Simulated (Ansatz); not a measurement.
Job for Ansatz (an electronic-structure program): R-CAM-B3LYP/def2-TZVPPD on AlH5O (a complex). Files ending in .json are basis or fitting sets from the Basis Set Exchange.

Ansatz 0.2 input:
```yaml
crystal:
  periodic: [false, false, false]
  atoms:
    - {symbol: Al, position_ang: [-0.02131263, 0.21827211, 0.32568648]}
    - {symbol: H, position_ang: [0.60329896, -0.93480702, -0.56573406]}
    - {symbol: H, position_ang: [-1.60833495, 0.38573284, 0.33738105]}
    - {symbol: H, position_ang: [0.86874100, 1.50996026, 0.61918682]}
    - {symbol: O, position_ang: [0.11130945, -0.54711646, 2.21663320]}
    - {symbol: H, position_ang: [-0.75374022, -0.64871489, 2.63424699]}
    - {symbol: H, position_ang: [0.65940186, -0.00249505, 2.79630045]}
basis:
  gaussian:
    orbitals: def2-TZVPPD.json
hamiltonian:
  xc: {name: CAM-B3LYP}
scf: {lower_state_search: off}
```

What total energy does the run end on?

-320.6790 hartree.
